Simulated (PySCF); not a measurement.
**Tl²⁺ (thallium, charge +2) across methods**

[Xe] 4f14 5d10 6s1, 2S determinant. All numbers are calculated (PySCF 2.14, scalar relativity by spin-free X2C-1e, in x2c-TZVPPall).

```tsv
method	E (hartree)	mean ε 5d α (eV)	mean ε 5d β (eV)	mean ε 6s α (eV)	Σ⟨r²⟩ (bohr²)	⟨S²⟩
PBE0	-20248.28	-35.468	-35.101	-26.691	44.11	0.751
PBE	-20248.54	-33.345	-32.990	-25.814	44.24	0.751
UHF	-20242.65542	-40.682	-40.288	-28.473	44.15	0.751
TPSS	-20247.77	-33.385	-33.010	-25.673	44.19	0.751
BLYP	-20249.62	-33.134	-32.829	-25.802	44.38	0.750
LDA	-20236.27	-33.597	-33.278	-26.206	44.24	0.750
M06	-20248.77	-35.570	-35.379	-26.316	44.16	0.750
```

Q: Estimate the same row for r2SCAN.

A: E (hartree) = -20248.54; mean ε 5d α (eV) = -33.852; mean ε 5d β (eV) = -33.411; mean ε 6s α (eV) = -26.136; Σ⟨r²⟩ (bohr²) = 44.01; ⟨S²⟩ = 0.752.

Spin-orbit coupling, which splits the p, d and f shells strongly at this Z, is absent.
